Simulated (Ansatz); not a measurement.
## Energy profile

The step: SiH₃OF ([OH][SiH2][F]) + H₂S → SiH₄SO ([OH][SiH2][SH]) + HF; bonds formed: Si1–S7, F2–H6; bonds broken: Si1–F2, H6–S7 (atoms numbered as in the saddle structure below).

Si1  (-0.717, -0.111, 0.026)
F2  (0.569, 0.635, -1.231)
H3  (-1.462, -0.628, -1.142)
H4  (-1.273, -0.802, 1.222)
O5  (-0.888, 1.416, 0.600)
H6  (1.327, -0.291, -0.815)
S7  (1.249, -1.483, 0.116)
H8  (-0.529, 2.100, 0.030)
H9  (1.726, -0.836, 1.194)
(Å)

Electronic energies by CCSD(T) at an estimated basis limit (MP2 extrapolated from triple and quadruple zeta, plus CCSD(T) − MP2 in triple zeta), on PBE0-D4/def2-TZVP structures; SiH5SOF, singlet; no counterpoise correction. Ansatz 0.2.0; basis: def2-TZVPP and def2-QZVPP; cores frozen in the correlated methods. Extrapolation: Hartree–Fock as exp(−7.88 √X), correlation as X^−2.97.

Question: Give the profile in kJ/mol, counted from the separated reactants. (Judge from chemistry; the value comes from the calculation.)

Answer: By the calculation:
```csv
point,kJ/mol
"separated: SiH3OF (linked as [OH][SiH2][F]; Si1, F2, H3, H4, O5, H8; singlet) + H2S (H6, S7, H9; singlet)",0.0
start structure,-8.9
saddle,178.1
end structure,53.0
"separated: SiH4SO (linked as [OH][SiH2][SH]; Si1, H3, H4, O5, S7, H8, H9; singlet) + HF (F2, H6; singlet)",84.0
```

No T1 diagnostic of these runs exceeds 0.013.

For scale, one of the runs: CCSD(T)/def2-TZVPP, 216 basis functions, launched by `ansatz run in.yaml --threads 4 --pin off --events-out ev --progress --plain --max-ram 9574MiB`. The run took 94 s on 4 CPU threads of an Intel Xeon (shared host), with 3.1 GiB of host memory at its peak.
